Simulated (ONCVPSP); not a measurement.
## Reading a pseudo-wave (magnesium)

Columns: radius, all-electron u(r) and pseudo u(r) of the 2p shell (level -47.68 eV) of magnesium in the configuration [He] 2s2 2p6 3s1.5 3p0.5; PBE, scalar-relativistic, ONCV scheme, ONCVPSP 4.0.1.

```
r (bohr)  all-electron  pseudo
   0.072        0.1822  0.0665
   0.145        0.4968  0.2523
   0.217        0.7715  0.5084
   0.290        0.9709  0.7825
   0.362        1.0898  1.0137
   0.435        1.1442  1.1712
   0.507        1.1491  1.2397
   0.580        1.1197  1.2308
   0.652        1.0685  1.1672
   0.725        1.0030  1.0738
   0.798        0.9304  0.9723
   0.870        0.8562  0.8766
   0.942        0.7824  0.7901
   1.015        0.7099  0.7119
   1.088        0.6411  0.6413
   1.160        0.5776  0.5775
   1.232        0.5187  0.5187
   1.305        0.4639  0.4639
   1.378        0.4140  0.4139
   1.450        0.3692  0.3692
   1.522        0.3287  0.3287
   1.595        0.2918  0.2917
   1.668        0.2586  0.2586
   1.740        0.2293  0.2293
   1.812        0.2032  0.2032
   1.885        0.1796  0.1796
```

How many radial nodes do the two functions have?

The all-electron 2p function has n − l − 1 = 0; the pseudo-wave has 0.

At about which radius was the pseudo-wave matched?

1.20 bohr. The columns agree to 0.0005 from 1.09 bohr on; several derivatives are matched, so the curves merge somewhat inside the radius.

Where does each function peak?

Outermost all-electron maximum near 0.51 bohr, pseudo maximum near 0.51 bohr (to the table’s step).

Is the pseudo-wave norm-conserving?

Yes: the ONCV scheme keeps the norm inside the radius equal to the all-electron one, which fixes the energy derivative of the logarithmic derivative at the level.
